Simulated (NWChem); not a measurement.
Molecule: CH3BrSi, singlet; SMILES C[Si]Br

```xyz
6

Si    -0.7666     1.1357     0.0000
Br     0.0506    -0.9832     0.0000
C      0.8863     2.0714     0.0000
H      0.7256     3.1615     0.0000
H      1.4884     1.8000    -0.8851
H      1.4884     1.8000     0.8851
```
Atoms are numbered in this order, from 1.

Computed with NWChem. Low-valent species are run as closed-shell singlets; no triplet was tried in these runs. The geometry was optimised at PBE0/def2-SVP. Vzz is the largest principal value of the second derivative of the potential at the nucleus (NWChem prints the opposite sign); η is the asymmetry. Non-relativistic.

For level CAM-B3LYP/def2-SVP:

- Vzz Br2 (a.u.) = 2.937
- η Br2 = 0.86

Problem. How do the values read with level PBE/def2-TZVP instead?

Solution. The vzz Br2 (a.u.) is 2.823 and the η Br2 is 0.98.
